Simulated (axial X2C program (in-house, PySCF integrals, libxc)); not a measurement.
## InH: from the spin-free to the two-component result

Calculated with an in-house relativistic program for diatomic molecules. Spin-free means the one-electron spin-free X2C Hamiltonian; two-component (2c) means X2C with spin–orbit coupling and atomic mean-field two-electron Coulomb and Gaunt terms, so the difference of the two also holds small scalar two-electron terms. Basis: In dyall-cv3z [11s12p9d4f1g], H dyall-v3z [6s2p1d] (cores contracted in-house); Gaussian nuclei, density fitting, unrestricted open shells. Masses: In 114.904 u, H 1.008 u.

Spin-free state: M_S = 0, Λ = 0 (closed shell); fragments In + H.

```json
{"level": "PBE0", "Re (Å)": "1.849", "ωe (cm⁻¹)": "1461.7", "De (eV)": "2.629", "μ (D)": "-0.80"}
{"level": "HF", "Re (Å)": "1.844", "ωe (cm⁻¹)": "1523.7", "De (eV)": "1.840", "μ (D)": "-0.54"}
{"level": "MP2", "Re (Å)": "1.825", "ωe (cm⁻¹)": "1514.7", "De (eV)": "2.506", "μ (D)": "n/a"}
{"level": "CCSD", "Re (Å)": "1.840", "ωe (cm⁻¹)": "1477.0", "De (eV)": "2.696", "μ (D)": "n/a"}
{"level": "CCSD(T)", "Re (Å)": "1.841", "ωe (cm⁻¹)": "1465.2", "De (eV)": "2.721", "μ (D)": "n/a"}
{"level": "r2SCAN", "Re (Å)": "1.848", "ωe (cm⁻¹)": "1462.0", "De (eV)": "2.691", "μ (D)": "-0.79"}
{"level": "TPSSh", "Re (Å)": "1.852", "ωe (cm⁻¹)": "1460.4", "De (eV)": "2.839", "μ (D)": "-0.84"}
{"level": "BLYP", "Re (Å)": "1.883", "ωe (cm⁻¹)": "1367.3", "De (eV)": "2.731", "μ (D)": "-1.13"}
```

Correlated methods: 14 electrons correlated (number of frozen shells: In 4 s, 3 p, 1 d; H none), 192 virtual spin orbitals or spinors in MP2, 138 natural virtuals in coupled cluster.

Dipoles are positive if H is the positive end.

Two-component determinant lowest at the distance of the search:

Ω = 0 (closed shell); fragments In + H.

| level | Re (Å) | ωe (cm⁻¹) | De (eV) | μ (D) |
| --- | --- | --- | --- | --- |
| PBE0 | 1.849 | 1461.9 | n/a | -0.78 |
| HF | 1.844 | 1524.3 | n/a | -0.53 |
| MP2 | 1.824 | 1514.5 | 2.375 | n/a |
| CCSD | 1.839 | 1473.6 | 2.529 | n/a |
| CCSD(T) | 1.841 | 1461.6 | 2.557 | n/a |
| r2SCAN | 1.847 | 1461.9 | n/a | -0.77 |
| TPSSh | 1.851 | 1460.5 | n/a | -0.83 |
| BLYP | 1.882 | 1366.9 | n/a | -1.11 |

Q: From the two tables, how do the constants change at the CCSD(T) level (2c against spin-free)?

A: At the CCSD(T) level Re is unchanged within 0.001 Å and ωe decreases by 3.6 cm⁻¹; De changes by -0.164 eV.

One determinant describes the state; a PBE0 search over occupations chose it and may have missed a lower one. Closed shells are restricted here (equal orbitals for both partners); the stretched side of such a curve lies too high. De is counted from the lowest determinant-based energies of the atoms at the same level, without counterpoise correction. De is not given where an atomic determinant may have missed its ground term or J level, or where the truncated virtual space spoils (T). Coupled cluster ran in a truncated set of natural virtual spinors; the MP2 energy of the rest was added. (T) has no such correction and the atoms are truncated less, which lowers De at CCSD(T) by a hundredth of an eV or more. Without a current term, density functionals place determinants with orbital angular momentum somewhat too high.
